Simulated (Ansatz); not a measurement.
Several settings on one geometry of the cluster Ba₂Se (that of the charge 0 singlet, PBE-D4/def2-TZVP). Ansatz on 4 threads of Arm Neoverse V1 on a shared host; times are rough.

| atom | x (Å) | y (Å) | z (Å) |
| --- | --- | --- | --- |
| Ba1 | -1.253 | 1.637 | 0.511 |
| Ba2 | 1.940 | -0.460 | -0.733 |
| Se3 | -0.687 | -1.178 | 0.222 |

Totals from different functionals, basis sets or treatments of relativity can't be compared as stabilities.

In the def2 sets Ba takes a core potential; there is no spin–orbit coupling.

The spins typed aren't always the lowest for that charge.

Give the basis size and estimate the energy, ⟨S²⟩, dipole and time of these runs.

| run | method | charge | state | further keys |
| --- | --- | --- | --- | --- |
| 1 | RKS revPBE0-D3(BJ)/def2-TZVPD | 0 | singlet | forces asked |
| 2 | UKS ωB97/def2-mTZVP | -1 | doublet | final_grid: {core_spheres: 8, valence_spheres: 7, degree: 23}; scf: {lower_state_search: light} |
| 3 | RKS PBE0-D3(BJ)/def2-TZVP | 0 | singlet | scf: {omitted_lower_state_checks: [starts]}; forces asked |


```json
{"run": "1", "functions": "137", "energy (Eh)": "-2452.4933", "⟨S²⟩": "–", "dipole (D)": "3.60", "wall time": "2.4 s"}
{"run": "2", "functions": "102", "energy (Eh)": "-2452.7550", "⟨S²⟩": "0.77", "dipole (D)": "–", "wall time": "5.5 s"}
{"run": "3", "functions": "128", "energy (Eh)": "-2452.3307", "⟨S²⟩": "–", "dipole (D)": "3.78", "wall time": "2.2 s"}
```

The highest occupied level of an anion often lies above zero with these methods, and sets without diffuse functions describe the outer electron poorly.
